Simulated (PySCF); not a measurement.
Species: C5H4N2S (charge -1 and doublet state).
Geometry (GFN2-xTB, Å), atoms numbered from 1 in this order:
```
atom  x, y, z in Å
C1    -1.6623    0.5289   -0.1860
N2    -1.3323   -0.4057    0.8605
C3    -0.0604   -1.0098    0.8461
S4     0.0747   -2.5902    1.4670
C5     1.0226   -0.3278    0.4050
C6     2.0547    0.2199   -0.0115
C7     3.1286    0.8689   -0.4537
N8     4.0581    1.4565   -0.8535
H9    -0.8574    1.2612   -0.2638
H10   -1.7909    0.0579   -1.1744
H11   -2.5887    1.0464    0.0749
H12   -2.0455   -1.1069    1.0280
```

The hyperfine couplings belong to this conformer and change with its torsions.

Identity: `CN[C]([S-])C#CC#N` [radical] (charge -1).

The calculation used UKS B3LYP, pcH-1 on C H N S, non-relativistic, mean-field spin-orbit, GIAO (PySCF). Whether the extra electron is bound in the gas phase wasn't checked; a finite basis holds it in any case. A GFN2-xTB geometry isn't a minimum of the functional, and hyperfine couplings can be far from their values at a DFT geometry, by a factor of two or more for some ions and for spin on atoms past the first row. Stability of the SCF solution: not tested.

Question: Match the computed a_iso(1H) values +2.9, 0.0 MHz (means over equivalent nuclei) with the sites H9/H10/H11; H12.

Answer: 
```json
{"site": "H9/H10/H11", "a_iso (MHz)": "+2.9", "ρ(0) (bohr⁻³)": "+0.0007", "position": "3 bonds from C3", "distance from C6 (Å)": "3.95", "bound to": "C1", "spin population there": "0.00", "largest |T| (MHz)": "2.7"}
{"site": "H12", "a_iso (MHz)": "0.0", "ρ(0) (bohr⁻³)": "0.0000", "position": "2 bonds from C3", "distance from C6 (Å)": "4.43", "bound to": "N2", "spin population there": "+0.06", "largest |T| (MHz)": "6.1"}
```

ρ(0) is the spin density at the nucleus and T the dipolar tensor; a_iso includes a spin–orbit part; entries for several nuclei are means. The largest Mulliken spin populations are on C6 (+0.29), S4 (+0.24), N8 (+0.23) and C3 (+0.23). Four atoms exceed +0.15. The positive populations add up to 1.07 and the negative ones to -0.07, together 2S = 1. Main spin sites, with 60 % or more of the largest population: C3, S4, C6, N8; positions count bonds from the nearest.

The spin density at the nucleus, in bohr⁻³, is negative for C7 (-0.0259) and C5 (-0.0219), for instance. A restricted open-shell determinant has no negative spin density anywhere; here it arises because α and β orbitals differ (spin polarisation).

Nuclei that the bonding pattern makes equivalent are averaged, as if the motion that swaps them (rotation, inversion, ring flip) were fast. The three 1H nuclei of mean +2.9 MHz run from -1.2 to 6.5 MHz in the frozen geometry.

The SMILES `CN[C]([S-])C#CC#N` draws the unpaired electron on C3, whose computed spin population is only +0.23.

On one thread of an Arm Neoverse V2, no GPU, shared host with 96 logical CPUs at a one-minute load of 46, this took 58 s (grids of density and orbitals included) and 0.96 GiB of memory at its peak.
